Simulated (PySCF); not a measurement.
Magnetic susceptibility: `[SiH3][As]([SiH3])[SiH3]`, AsH$_{9}$Si$_{3}$

Cartesian coordinates in Å; atom numbers follow the order of the lines, from 1:
```xyz
13

Si   -0.7549    1.7878   -0.4877
As    0.2457   -0.2157   -1.0872
Si    1.9803   -0.1855    0.4515
Si   -1.1777   -1.6457    0.0569
H     0.0895    2.9179   -0.8996
H    -1.0144    1.9513    0.9517
H    -2.0472    1.9323   -1.1717
H     2.9633    0.8440    0.0868
H     2.6788   -1.4783    0.4528
H     1.5798    0.0825    1.8420
H    -0.6430   -3.0148    0.0379
H    -2.4935   -1.6782   -0.5978
H    -1.4112   -1.2970    1.4681
```

Computed with PySCF 2.14.0, GIAO wB97X-D/6-31G* magnetisability, rotational g tensor and spin-rotation constants, non-relativistic, gas phase. Geometry: GFN2-xTB.

The calculation is non-relativistic, which matters for the atoms heavier than Zn.

(1) How diamagnetic is it, and how anisotropic?

(2) Split it along the inertial axes a, b, c into diamagnetic and paramagnetic parts about the centre of mass, with the quadrupole moment.

(3) And the rotational g tensor?

## Answers

(1) Isotropic -1533 × 10⁻³⁰ J/T², or -92.3 × 10⁻⁶ cm³/mol; principal values -1538, -1530, -1530 × 10⁻³⁰ J/T², anisotropy 8 × 10⁻³⁰ J/T² (root of half the summed squared differences of the principal values). The susceptibility is in cgs units.

(2) 
```csv
axis,χ (10⁻⁶ cm³/mol),diamagnetic (10⁻⁶ cm³/mol),paramagnetic (10⁻⁶ cm³/mol),summed x² of all electrons (Å²),quadrupole Θ (D Å)
a,-92.1,-770.5,678.4,132.4,+1.32
b,-92.1,-770.5,678.4,132.4,+1.32
c,-92.6,-1123.4,1030.8,49.2,-2.64
```
Anisotropies 2χaa − χbb − χcc = +0.5 and 2χbb − χaa − χcc = +0.5 × 10⁻⁶ cm³/mol. Θ is traceless in Buckingham's convention.

(3) 
```
axis  rotational constant (GHz)        g  nuclear part  electronic part
   a                     1.8844  -0.0196        0.5810          -0.6006
   b                     1.8837  -0.0196        0.5808          -0.6003
   c                     1.2317  -0.0112        0.5853          -0.5965
```
Oblate top; isotopes 75As, 1H, 28Si; no vibrational averaging.
